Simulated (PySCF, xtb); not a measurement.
CrO2F, SMILES [O]=[Cr+](=[O])[F], charge +1, multiplicity 1.

Harmonic wavenumbers (cm⁻¹) from GFN2-xTB in xtb 6.7.1 at its own minimum, in rising order: 279, 291, 344, 621, 925, 998.

### Question
What does PBE-D3(BJ)/def2-SVP in PySCF give at its own minimum? (The exact figures need the calculation; the answer reports its results.)

### Answer
268, 297, 449, 816, 1113, 1115. Paired by order, the mean absolute difference is 104 cm⁻¹ and the zero-point energies are 4.9 and 5.8 kcal/mol.
